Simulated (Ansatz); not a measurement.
C2H5FSZn, SMILES `C[CH](S)[Zn][F]`, relaxed with RKS PBE0-D4/def2-TZVP in Ansatz from a PBE-D4/def2-SVP geometry. The force threshold is 0.005 eV/Å; the program also tests the step.

Total charge 0; spin multiplicity 1.

Start:

```xyz
10

C     0.411   -0.836   -0.986
C    -0.231   -0.225    0.260
S    -1.779    0.660   -0.270
Zn    0.870    1.116    1.129
F     1.780    2.422    1.870
H     0.697   -0.066   -1.733
H     1.328   -1.401   -0.719
H    -0.285   -1.542   -1.491
H    -0.523   -1.033    0.962
H    -2.269    0.904    0.978
```

```
step  energy (eV)  largest force (eV/Å)  largest move (Å)
   1  -64115.1322                 0.541             0.000
   2  -64115.1635                 0.235             0.026
   3  -64115.1683                 0.066             0.017
   4  -64115.1689                 0.033             0.013
   5  -64115.1692                 0.016             0.015
   6  -64115.1692                 0.005             0.008
```

End:

```xyz
10

C     0.403   -0.830   -0.985
C    -0.229   -0.218    0.258
S    -1.784    0.591   -0.274
Zn    0.860    1.124    1.124
F     1.788    2.392    1.901
H     0.663   -0.073   -1.729
H     1.316   -1.372   -0.728
H    -0.284   -1.537   -1.462
H    -0.490   -1.016    0.955
H    -2.244    0.940    0.938
```

It took 24 s on 2 threads of an AMD EPYC 7R13 on a shared host and a share of an NVIDIA H100 80 GB, with 0.89 GiB of host memory at the peak.
